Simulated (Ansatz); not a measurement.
Diatomic Mg₂-, multiplicity 4 (an upper state: multiplicity 2 came lower at CCSD(T)/def2-TZVPP on PBE0 minima).

The constants come from a fifth-degree fit in 1/R (seven points, main isotopes). Runs in def2 and cc sets follow the lowest solution found near the PBE0 minimum.

The values were computed with Ansatz (an electronic-structure program) with Gaussian orbitals. Each number belongs to the level named beside it.

Energies at PBE0/def2-TZVPP:

```tsv
R (Å)	E (hartree)
2.495189	-399.88614521
2.562264	-399.88786256
2.623973	-399.88870734
2.693731	-399.88894633
2.763489	-399.88854957
2.843978	-399.88744739
2.937883	-399.88547352
```

With a reduced mass of 11.9925 u, find the minimum, the force constant and the constants.

A fifth-degree polynomial in 1/R puts the minimum at r_e = 2.6830 Å with force constant 58.5 N/m. Then ω_e = (1/2πc)√(k/μ) = 288 cm⁻¹ and B_e = h/(8π²cμr_e²) = 0.1953 cm⁻¹; the cubic and quartic terms give α_e = 0.0011 and ω_e x_e = 1.1 cm⁻¹.
